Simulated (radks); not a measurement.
Excited configurations of Ag I: one electron is placed in a higher orbital outside [Kr] 4d10. The ground configuration is [Kr] 4d10 5s1. Calculated with a radial shooting solver on a logarithmic mesh with Libxc functionals: scalar-relativistic Kohn-Sham, r2SCAN, spin-unpolarised, spherical densities, finite nucleus; meta-GGA in the generalised Kohn-Sham scheme; Fermi nuclear charge, rms radius 4.5454 fm. Excitation = E - E(ground); binding = E(ion) - E, where the ion is the core of charge +1; n* = 1/sqrt(2 binding) in atomic units, and the quantum defect is n - n*.

outer orbital  excitation (eV)  binding (eV)     n*  quantum defect  eigenvalue (eV)
5p                       3.861         3.564  1.954           3.046           -1.571
5f                       6.853         0.572  4.878           0.122           -0.321
6s                       5.030         2.394  2.384           3.616           -1.417
6p                       5.795         1.629  2.890           3.110           -0.933
6d                       6.547         0.877  3.938           2.062           -0.485
7s                       6.198         1.226  3.331           3.669           -0.763
7p                       6.486         0.938  3.808           3.192           -0.583

The Delta-SCF ionisation energy is 7.424 eV (NIST Atomic Spectra Database: 7.576 eV, measured). Self-interaction in the functional shifts the binding energies and quantum defects, so they are the method's values and not measured ones. Spin polarisation and multiplet splitting are left out, so open shells lie too high by an amount that depends on their filling.

Beside tabulated values, note that spin-unpolarised runs miss the spin-polarisation part of the exchange energy of open shells.
